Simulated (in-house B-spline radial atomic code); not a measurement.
Inner levels of holmium as electrons are removed. A shift is the extra binding of the orbital against the neutral atom ([Xe] 4f11 6s2). Computed with a radial B-spline atomic code at the basis-set limit: non-relativistic Hartree-Fock, average of the configuration, point nuclei.

This level leaves out relativity, spin-orbit splitting included, which matters for heavy ions.

```json
{"ion": "Ho59+", "configuration": "[He] 2s2 2p4", "shift of 1s (eV)": "5319.14", "radius of 1s (bohr)": "0.022582", "Σ<r²> (bohr²)": "0.051602", "change of density at nucleus (bohr⁻³)": "-3887.09"}
{"ion": "Ho60+", "configuration": "[He] 2s2 2p3", "shift of 1s (eV)": "5718.18", "radius of 1s (bohr)": "0.022567", "Σ<r²> (bohr²)": "0.043636", "change of density at nucleus (bohr⁻³)": "-3532.67"}
{"ion": "Ho61+", "configuration": "[He] 2s2 2p2", "shift of 1s (eV)": "6121.33", "radius of 1s (bohr)": "0.022553", "Σ<r²> (bohr²)": "0.035876", "change of density at nucleus (bohr⁻³)": "-3173.44"}
{"ion": "Ho62+", "configuration": "[He] 2s2 2p1", "shift of 1s (eV)": "6528.57", "radius of 1s (bohr)": "0.022538", "Σ<r²> (bohr²)": "0.028315", "change of density at nucleus (bohr⁻³)": "-2809.39"}
{"ion": "Ho63+", "configuration": "[He] 2s2", "shift of 1s (eV)": "6939.89", "radius of 1s (bohr)": "0.022523", "Σ<r²> (bohr²)": "0.020946", "change of density at nucleus (bohr⁻³)": "-2440.5"}
{"ion": "Ho64+", "configuration": "[He] 2s1", "shift of 1s (eV)": "?", "radius of 1s (bohr)": "?", "Σ<r²> (bohr²)": "?", "change of density at nucleus (bohr⁻³)": "?"}
{"ion": "Ho65+", "configuration": "1s2", "shift of 1s (eV)": "?", "radius of 1s (bohr)": "?", "Σ<r²> (bohr²)": "?", "change of density at nucleus (bohr⁻³)": "?"}
{"ion": "Ho66+", "configuration": "1s1", "shift of 1s (eV)": "8784.23", "radius of 1s (bohr)": "0.022388", "Σ<r²> (bohr²)": "0.0006683", "change of density at nucleus (bohr⁻³)": "-118706"}
```

Fill in the row of Ho64+.

shift of 1s (eV): 7293.3; radius of 1s (bohr): 0.022521; Σ<r²> (bohr²): 0.011066; change of density at nucleus (bohr⁻³): -13549.6.

Fill in the row of Ho65+.

shift of 1s (eV): 7649.28; radius of 1s (bohr): 0.022514; Σ<r²> (bohr²): 0.0013526; change of density at nucleus (bohr⁻³): -24870.7.
